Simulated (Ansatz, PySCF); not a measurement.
HN (SMILES [NH]), triplet, at a GFN2-xTB geometry, with bond 2-1 at 1.4 times its length. Base run: CASSCF(4,5)/6-31G run with PySCF.

Input for PySCF:
```python
from pyscf import gto, scf, mcscf
import numpy

mol = gto.Mole()
mol.atom = '''
    N    -0.000000   -0.000000   -0.127957
    H     0.000000    0.000000    1.305165
'''
mol.basis = '6-31g'
mol.charge = 0
mol.spin = 2
mol.verbose = 4
mol.build()

mf = scf.ROHF(mol)
mf.kernel()
mc = mcscf.CASSCF(mf, 5, 4)
mc.fix_spin_(ss=2.0)
mc.kernel()
occ = numpy.linalg.eigvalsh(mc.fcisolver.make_rdm1(mc.ci, mc.ncas, mc.nelecas))[::-1]
ss = mc.fcisolver.spin_square(mc.ci, mc.ncas, mc.nelecas)[0]
print('natural occupations', occ.round(4), ' <S^2>', round(ss, 4))
```

Programs used: Ansatz (a first-principles code), PySCF; a row that names a program was run with it.

Variants of this job, named by their change:

```csv
change,ΔE vs base (kcal/mol),natural occupations,<S^2> of the state
base,0.000,1.88 1.00 1.00 0.12 0.00,2.00
solver = newton,0.000,1.88 1.00 1.00 0.12 0.00,2.00
conv_tol = 1e-5,0.000,1.88 1.00 1.00 0.12 0.00,2.00
"active space = 2 electrons, 4 orbitals",33.63,1.00 1.00 0.00 0.00,2.00
orbitals = fixed (CASCI); correction = SC-NEVPT2,-17.60,1.92 1.00 1.00 0.08 0.00,2.00
"active space = 6 electrons, 6 orbitals",-2.08,2.00 1.88 1.00 1.00 0.12 0.00,2.00
state_average = 2 states,2.78,-,-
fix_spin_ = off,0.000,1.88 1.00 1.00 0.12 0.00,2.00
correction = SC-NEVPT2,-21.33,1.88 1.00 1.00 0.12 0.00,2.00
"active space = 8 electrons, 9 orbitals",-21.20,2.00 1.99 1.89 0.99 0.99 0.11 0.01 0.01 0.01,2.00
"code = ansatz; correction = SC-NEVPT2, all electrons",-21.33,-,-
```

Active orbitals are taken around the Fermi level unless the row says otherwise; CASSCF can end in different local minima, and two programs can end on different orbitals. State-averaged rows give the lowest state.

Open shells are given as the SCF converged; they aren't shown to be the lowest states, and a large step between rows can be another state.
